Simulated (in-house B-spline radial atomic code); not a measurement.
Computed with a B-spline radial atomic code. Model: two electrons, singlet ground state, non-relativistic, full CI in B-splines with partial waves to l = 8 (at full coupling up to 3e-4 hartree above the limit, correlation up to 0.6 % small), density held at that of full coupling by Lieb maximisation.

Along the adiabatic connection the electron repulsion is scaled by a coupling λ while a local potential keeps the density fixed. At λ = 0 the system is the Kohn-Sham one and W equals the exchange energy; the exchange-correlation energy is the area under W between 0 and 1. The kinetic energy rises with λ as the electrons avoid each other, with dT/dλ = −λ dW/dλ.

Command:
```bash
python run_ac.py task.json out
```
Settings (lengths in bohr, energies in hartree):
```
potential              coulomb
strength               2.22
lmax                   8
wall_radius            0.627
```

Run time, properties included: 4.1 s on 1 thread of Intel(R) Xeon(R) Processor @ 2.30GHz, on a shared host.

**W = mean repulsion less Hartree energy, and W of three functionals.**

Given: confinement point charge; nuclear charge 2.22; hard wall radius 0.627 bohr; external potential -Z/r.

Computed: PBE exchange minus exact 139.11 millihartree; SCAN exchange minus exact -0.2107 millihartree.

```tsv
coupling	W xc (hartree)	W xc minus exchange (millihartree)	kinetic minus Kohn-Sham (millihartree)	LDA (PW92) W minus its exchange (millihartree)	PBE W minus its exchange (millihartree)	SCAN W minus its exchange (millihartree)
0	-3.0984	0	0	0	0	0
0.02	-3.1004	-2.015	0	-14.77	-3.07	-1.94
0.05	-3.1034	-5.027	0.1	-31.34	-7.65	-4.83
0.12	-3.1104	-11.997	0.7	-62.63	-18.25	-11.45
0.25	?	?	?	?	?	?
0.4	-3.1375	-39.115	7.7	-153.59	-58.71	-36.9
0.6	-3.1561	-57.768	17	-204.09	-85.76	-54.25
0.8	-3.1742	-75.849	29.7	-248.09	-111.43	-71.03
1	-3.1917	-93.379	45.5	-287.52	-135.85	-87.27
1.4	-3.2252	-126.87	85.6	-356.58	-181.41	-118.31
2	-3.2718	-173.48	164.6	-443.47	-242.9	-161.67
3	?	?	?	?	?	?
4.5	-3.4284	-330.04	662.2	-695.68	-440.42	-310.9
7	-3.5417	-443.32	1306.4	-861.54	-580.97	-424.37
10	-3.6416	-543.29	2148.4	-1005	-707.15	-529.54
```

What belongs in the row 0.25?

W xc (hartree): -3.1231; W xc minus exchange (millihartree): -24.737; kinetic minus Kohn-Sham (millihartree): 3.1; LDA (PW92) W minus its exchange (millihartree): -109.16; PBE W minus its exchange (millihartree): -37.42; SCAN W minus its exchange (millihartree): -23.45.

What belongs in the row 3?

W xc (hartree): -3.341; W xc minus exchange (millihartree): -242.66; kinetic minus Kohn-Sham (millihartree): 336.8; LDA (PW92) W minus its exchange (millihartree): -560.21; PBE W minus its exchange (millihartree): -331.35; SCAN W minus its exchange (millihartree): -226.77.

What is the LDA exchange minus exact?

441.51 millihartree.

**Energy parts, natural occupations and partial-wave weights.**

Computed: total energy 9.6430 hartree; correlation energy -0.047917 hartree; kinetic part of the DFT correlation energy 0.045462 hartree; initial slope twice GL2 -0.10092 hartree; kinetic part over minus potential part 0.48685; Hartree energy 6.1967 hartree; Kohn-Sham kinetic 26.254 hartree.

```tsv
natural	occupation of the shell (electrons)
s	1.9978
p	?
s	0.00011426
d	9.7663e-05
p	1.7558e-05
f	1.3412e-05
```

What belongs in the row p?

occupation of the shell (electrons): 0.0019232.

| wave | weight |
| --- | --- |
| s | 0.99897 |
| p | 0.00097084 |
| d | 5.09e-05 |
| f | ? |
| g | 1.7116e-06 |

What belongs in the row f?

weight: 7.2816e-06.

What is the exchange energy?

-3.0984 hartree.

What is the Lieb Oxford ratio E_xc over LDA exchange?

1.1842.

Half-way to full coupling W has made 52 % of its drop, against 50 % for a straight line, and second-order (GL2) theory, half the initial slope, overshoots the correlation energy by about 5 %: correlation is weak here. Over couplings 0 to 1 the errors in E_xc come to about +320 millihartree for LDA, +116 millihartree for PBE, +2.7 millihartree for SCAN, so SCAN is nearest. In LDA and PBE and SCAN the errors of exchange and correlation have opposite signs, so the sum is smaller than the larger of the two.
